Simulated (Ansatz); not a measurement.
Several settings on one geometry of GeMeH3 (CH6Ge) (that of the charge 0 singlet, PBE-D4/def2-TZVP). Ansatz on 4 threads of Arm Neoverse V2 on a shared host; times are rough.

```xyz
8

Ge   -0.002    0.003   -0.923
C     0.002   -0.003    1.045
H    -1.026    0.038    1.426
H     0.554    0.865    1.426
H     0.481   -0.917    1.420
H     1.448   -0.028   -1.468
H    -0.700    1.278   -1.459
H    -0.757   -1.235   -1.467
```

Totals from different functionals, basis sets or treatments of relativity can't be compared as stabilities.

Scalar relativity in a set contracted without it gives distorted totals.

Q: Give the basis size and estimate the energy, ⟨S²⟩, dipole and time of these runs.

```
run                       method  charge    state                                                                                                  further keys
  1    RKS RPBE-D3(BJ)/def2-TZVP       0  singlet                                                     scf: {omitted_lower_state_checks: [starts]}; forces asked
  2  RKS PBEsol-D3(BJ)/def2-SVPD       0  singlet  final_grid: {core_spheres: 8, valence_spheres: 7, degree: 23}; scf: {lower_state_search: full}; forces asked
  3     RKS BHLYP-D3(BJ)/cc-pVDZ       0  singlet                         pseudopotentials: {relativity: scalar}; scf: {lower_state_search: full}; forces asked
```

A: 
```tsv
run	functions	energy (Eh)	⟨S²⟩	dipole (D)	wall time
1	115	-2118.6548	–	0.75	0.7 s
2	106	-2116.3357	–	0.72	0.45 s
3	71	-2135.7586	–	0.72	0.75 s
```
